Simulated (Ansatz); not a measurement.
Two members of one family (Ge6H12 nanocrystal and its variants) that differ in charge, which shifts all levels, computed with Ansatz in the gas phase. The two geometries come from different levels. The structures are stationary points that may keep the symmetry of their start.

First: Ge6N4H16, rod, 4 of the caps NH2 (singlet, charge 0, r2SCAN-D4/def2-SVP geometry).

```xyz
26

Ge    0.008   -1.402   -2.437
Ge   -1.867   -0.871    0.960
Ge   -0.402    2.331   -1.210
Ge    1.055    0.783   -2.438
Ge   -1.188    1.458    0.914
Ge    0.025   -2.000   -0.079
N    -1.807   -1.205    2.800
N     2.715    0.477   -1.695
N     0.322    1.229    2.006
N     1.584   -1.256    0.635
H     0.783   -2.411   -3.305
H    -1.439   -1.326   -2.967
H    -2.614   -0.810    3.286
H    -1.793   -2.202    3.019
H    -3.234   -1.189    0.298
H     0.344    3.653   -0.909
H    -1.644    2.715   -2.045
H     3.214    1.328   -1.433
H     2.617   -0.122   -0.863
H     1.262    1.385   -3.847
H     0.774    2.103    2.278
H     0.051    0.733    2.860
H    -2.232    2.414    1.562
H     1.356   -0.392    1.154
H     2.038   -1.898    1.285
H     0.070   -3.524    0.171
```

| level | HOMO (eV) | LUMO (eV) | gap (eV) |
| --- | --- | --- | --- |
| PBE-D4/def2-SVP | -5.03 | -1.19 | 3.84 |
| B3LYP-D4/6-31G | -5.80 | -0.63 | 5.17 |
| PBE0-D4/def2-SVP | -6.31 | -0.45 | 5.85 |

Second: Ge5PH12⁺, rod, P on a surface site (singlet, charge 1, PBE0-D4/def2-SVP geometry).

```xyz
18

Ge    2.0984    0.4643   -0.8897
Ge   -0.5404   -2.2803    0.1225
Ge   -1.7924    1.4090   -0.4583
P     0.4746    2.0454   -0.1968
Ge   -2.0657   -0.5714    0.9341
Ge    1.7243   -1.4922    0.5127
H     3.4071    1.2467   -0.7140
H     1.7190    0.3173   -2.3702
H    -0.7752   -3.5940    0.8800
H    -0.7530   -2.4653   -1.3882
H    -2.5362    2.6893   -0.0564
H    -1.8373    1.1795   -1.9759
H     0.7011    2.3570    1.1662
H     0.7086    3.2941   -0.8242
H    -1.7208   -0.1256    2.3640
H    -3.5465   -0.9587    0.8213
H     1.9251   -1.0115    1.9590
H     2.8093   -2.5034    0.1139
```

Task: Estimate the same table for the second.

Result: 
| level | HOMO (eV) | LUMO (eV) | gap (eV) |
| --- | --- | --- | --- |
| PBE-D4/def2-SVP | -10.54 | -5.68 | 4.86 |
| B3LYP-D4/6-31G | -11.28 | -5.06 | 6.22 |
| PBE0-D4/def2-SVP | -11.56 | -4.89 | 6.67 |
